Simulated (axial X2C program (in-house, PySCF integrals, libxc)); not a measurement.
RbF: properties at the nuclei

Calculated with an in-house all-electron X2C program for linear molecules (integrals from PySCF): two-component X2C with atomic mean-field Coulomb and Gaunt terms, Gaussian nuclei, basis Rb dyall-cv3z, F dyall-av3z with contracted cores.

R = 2.264 Å (near the PBE0 minimum at charge 0 of the determinant lowest at the starting distance; the state shown can have its own minimum elsewhere).

Input and command:
```json
{"zs": [37, 9], "q": 0, "bas": ["dyall-cv3z", "dyall-av3z"], "r0": 2.74, "levels": ["PBE0", "HF", "BP86", "LDA", "B3LYP"], "nst": 3}
```
```bash
python soeom.py task.json out
```

Keys: zs atomic numbers; q charge; bas basis sets; r0 starting distance in Å; levels methods; nst determinants followed.

Determinant lowest in the PBE0 search, Ω = 0 (closed shell), highest spinor 90% F p, 4% Rb d, 3% Rb p:

```csv
level,qzz Rb (a.u.),qzz F (a.u.),μ (D)
PBE0,-1.08,-0.14,-8.27
HF,-1.19,-0.23,-8.72
BP86,-1.04,-0.12,-7.99
LDA,-1.04,-0.11,-7.96
B3LYP,-1.13,-0.17,-8.24
```

qzz is the electric field gradient, eQq0 = 234.96 MHz × Q/barn × qzz; μ is positive if the F end (last atom) is positive. The operators were transformed with the bare-nucleus X2C matrices; with these basis sets, hyperfine constants and field gradients can be off by tens of per cent, and where levels differ in sign neither size nor sign is settled.

Task: With Q(85Rb) = 0.276 barn (Q from Pyykkö, Mol. Phys. 2018), turn the PBE0 values of the first state into constants in MHz.

Result: eQq0(85Rb) = 234.96 × (0.276) × (-1.08) = -70 MHz.

Each state is one determinant with collinear spin. The search compared states at one distance, so a state with another bond length can lie lower. Where a field gradient or hyperfine factor spreads by more than a factor of two over the levels, a constant derived from it is not to be relied on.
